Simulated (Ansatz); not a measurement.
Born–Oppenheimer molecular dynamics of BFH₆O₂Si₂ (12 atoms, charge 0, multiplicity 1). It starts from a relaxed structure.

The calculation used RKS PBE-D4/6-31G in Ansatz 0.2.0.

- ensemble: NVT, Langevin thermostat
- time step: 0.5 fs
- steps asked: 150
- set temperature: 500 K
- friction: 0.02 /fs
- seed: 818060

First frame:

```xyz
12
Properties=species:S:1:pos:R:3
O 0.445 -1.925 1.359
B -0.158 -1.837 0.125
F -0.506 -3.037 -0.454
Si -0.518 -0.068 -0.852
O -2.197 0.488 -0.777
Si 1.018 1.497 0.077
H 0.717 -1.097 1.812
H -0.298 -0.192 -2.341
H -2.596 0.666 0.104
H 2.429 1.121 -0.335
H 0.982 1.386 1.599
H 0.760 2.942 -0.282
```

Problem. How far do the bonds stretch over the last three quarters of this one trajectory? (Pairs bonded in most of those frames.)

Solution. 
| bond | mean (Å) | spread (Å) | shortest | longest |
| --- | --- | --- | --- | --- |
| O1–B2 | 1.386 | 0.034 | 1.34 | 1.45 |
| O1–H7 | 0.990 | 0.040 | 0.92 | 1.06 |
| B2–F3 | 1.393 | 0.034 | 1.34 | 1.45 |
| B2–Si4 | 2.088 | 0.034 | 2.04 | 2.13 |
| Si4–O5 | 1.792 | 0.023 | 1.76 | 1.84 |
| Si4–Si6 | 2.430 | 0.050 | 2.36 | 2.51 |
| Si4–H8 | 1.533 | 0.042 | 1.46 | 1.63 |
| O5–H9 | 0.990 | 0.025 | 0.94 | 1.05 |
| Si6–H10 | 1.518 | 0.038 | 1.44 | 1.60 |
| Si6–H11 | 1.538 | 0.035 | 1.48 | 1.59 |
| Si6–H12 | 1.519 | 0.061 | 1.43 | 1.61 |

Mean temperature of the second half: 417 K. The mean temperature of the second half is 17 % below the set value. A run of 0.075 ps of so small a system gives no equilibrium averages. Limits of this set-up: no polarisation functions.

Time of the run: 7 min on 1 thread of Arm Neoverse V2, with other jobs on the host, peak memory 0.12 GiB.
